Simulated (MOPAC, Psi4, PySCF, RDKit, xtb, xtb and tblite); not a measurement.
Two geometries of C8H7NO, SMILES COc1cccc(C#N)c1, relaxed at GFN2-xTB with one dihedral held; other torsions can differ between them too.

Structure A

```
17

C      2.6281    -0.9217     0.2076
O      2.0882     0.3706     0.0290
C      0.7092     0.4092     0.0186
C      0.0069     0.5917     1.2062
C     -1.3749     0.6796     1.1912
C     -2.0692     0.5814     0.0003
C     -1.3660     0.3977    -1.1902
C     -2.0667     0.2966    -2.4153
N     -2.6355     0.2099    -3.4066
C      0.0247     0.3084    -1.1836
H      3.7095    -0.8013     0.2004
H      2.3291    -1.5943    -0.6043
H      2.3140    -1.3572     1.1629
H      0.5554     0.6752     2.1323
H     -1.9129     0.8264     2.1157
H     -3.1466     0.6482    -0.0199
H      0.5699     0.1737    -2.1060
```

Structure B

```
17

C     -2.6881    -0.8753     0.3199
O     -2.0233     0.3574     0.1515
C     -0.6785     0.3370    -0.0516
C      0.0023    -0.7026    -0.6819
C      1.3667    -0.6081    -0.9043
C      2.0703     0.5175    -0.5260
C      1.3861     1.5704     0.0845
C      2.0911     2.7345     0.4717
N      2.6709     3.6729     0.7833
C      0.0188     1.4846     0.3185
H     -3.6620    -0.6321     0.7417
H     -2.8338    -1.3906    -0.6354
H     -2.1448    -1.5305     1.0066
H     -0.5251    -1.5913    -0.9920
H      1.8810    -1.4246    -1.3888
H      3.1326     0.5945    -0.6995
H     -0.5161     2.2979     0.7837
```

Which is lower in energy at the level B3LYP-D3(BJ)/def2-SVP // GFN2-xTB run with Psi4 1.11, and by how much?

B is lower, by 2.57 kcal/mol (dihedral C1–O2–C3–C4: 90° in A, 30° in B).

E(B) − E(A) in kcal/mol at the other levels, on the same two geometries: GFN2-xTB (xtb and tblite) -3.72; MMFF94 // GFN2-xTB (RDKit) -1.89; B3LYP/def2-SVP // GFN2-xTB (Psi4) -2.59; PBE/def2-SVP // GFN2-xTB (Psi4) -3.34; PBE-D3(BJ)/def2-SVP // GFN2-xTB (Psi4) -3.31; UFF // GFN2-xTB (RDKit) -4.09; PM7, restricted, heats of formation // GFN2-xTB (MOPAC) -1.58; PM3, restricted, heats of formation // GFN2-xTB (MOPAC) -0.59; GFN1-xTB // GFN2-xTB (xtb) -2.68; restricted B3LYP/6-31G*, spherical d, density fitting // GFN2-xTB (PySCF) -2.19; restricted Hartree-Fock/STO-3G // GFN2-xTB (PySCF) -0.70; restricted B3LYP/LANL2DZ, density fitting // GFN2-xTB (PySCF) -2.47; restricted MP2 (frozen core)/6-31G*, spherical d // GFN2-xTB (PySCF) -1.60.
